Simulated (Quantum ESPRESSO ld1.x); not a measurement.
The nuclear charge of the platinum ion Pt2+ is varied continuously with 76 electrons held in [Xe] 4f14 5d8. All-electron calculation, scalar-relativistic Kohn-Sham, LDA (Slater exchange, Perdew-Wang correlation), spin-polarised, spherical densities, point nucleus; open shells are filled with parallel spins first. Program: ld1.x of Quantum ESPRESSO 7.5. By the Hellmann-Feynman theorem dE/dZ = E(electron-nucleus)/Z, the electronic potential at the nucleus. The scalar-relativistic energy here is not variational (the density holds large components alone), so the two differ by a part that grows with Z.

\begin{tabular}{lrrrrr}
Z & E (hartree) & E(electron-nucleus)/Z (hartree) & HOMO & e(HOMO) (eV) & <r> HOMO (bohr) \\ \hline
77.5 & -18108.199 & -579.925 & 5d & -18.958 & 1.643 \\
77.75 & -18254.812 & -582.813 & 5d & -22.175 & 1.602 \\
78 & -18402.164 & -585.706 & 5d & -25.531 & 1.564 \\
78.25 & -18550.256 & -588.603 & 5d & -29.020 & 1.529 \\
78.5 & -18699.089 & -591.504 & 5d & -32.636 & 1.497 \\
78.75 & -18848.664 & -594.409 & 5d & -36.375 & 1.467 \\
79 & -18998.983 & -597.320 & 5d & -40.232 & 1.439 \\
\end{tabular}

The central difference of E at Z = 78 is -590.887 hartree, to compare with the third column; the second derivative is -11.8 hartree.
